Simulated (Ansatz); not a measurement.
System: sum formula Si2H4F2, charge 0, multiplicity 1. 
Structure (B3LYP-D3(BJ)/def2-TZVP (Ansatz, an electronic-structure program) minimum search):
```
Si
F 1 1.6139
H 1 1.4806 2 108.03
H 1 1.4806 3 109.32 2 117.33
Si 1 2.3571 3 111.84 4 124.42
F 5 1.6139 1 107.61 3 -61.50
H 5 1.4806 6 108.03 1 120.92
H 5 1.4806 7 109.32 6 -117.33
```
Charge 0, spin multiplicity 1.

Parts of the frozen-core correlation energy in cc-pV(Q+d)Z (Ansatz, hartree). Frozen orbitals: 12; correlated occupied orbitals by spin: 13 and 13; virtual: 333 and 333. No spin-orbit coupling. Non-relativistic.

| term | value |
|---|---|
| reference (HF) | -779.32961 |
| MP2 opposite-spin | … |
| MP2 same-spin | … |
| CCSD correlation | -0.84046 |
| (T) | … |
| T1 diagnostic | 0.012 |
| largest doubles amplitude | 0.029 |

### Question
Some entries are withheld; supply them.

### Answer

- MP2 opposite-spin, value: -0.63163
- MP2 same-spin, value: -0.18079
- (T), value: -0.02662
